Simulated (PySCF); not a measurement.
Fine-structure interval of Nb¹⁴⁺ by level of theory

Nb¹⁴⁺ [Ar] 3d9 [3d3/2^4 3d5/2^5, M_J = 5/2] → Nb¹⁴⁺ [Ar] 3d9 [3d3/2^3 3d5/2^6, M_J = 3/2], as a difference of total energies. Computed with PySCF 2.14 in an even-tempered Gaussian basis (17 s from 1.2 bohr⁻², ratio 2.8; 13 p from 1.5 bohr⁻², ratio 2.8; 8 d from 1.5 bohr⁻², ratio 2.8; 4 f from 8.2 bohr⁻², ratio 3), with the two-component X2C-1e Hamiltonian. Correlated levels: [Ne] frozen; the 76 highest virtual spinors dropped. "Screened" scales the spin-orbit matrix elements by Boettger's factors to mimic the two-electron term; Breit and QED terms are absent.

```json
{"method": "GHF (screened spin-orbit)", "fine-structure interval (cm⁻¹)": "24418"}
{"method": "GMP2 (screened spin-orbit)", "fine-structure interval (cm⁻¹)": "24393"}
{"method": "GHF (bare spin-orbit)", "fine-structure interval (cm⁻¹)": "32324"}
```
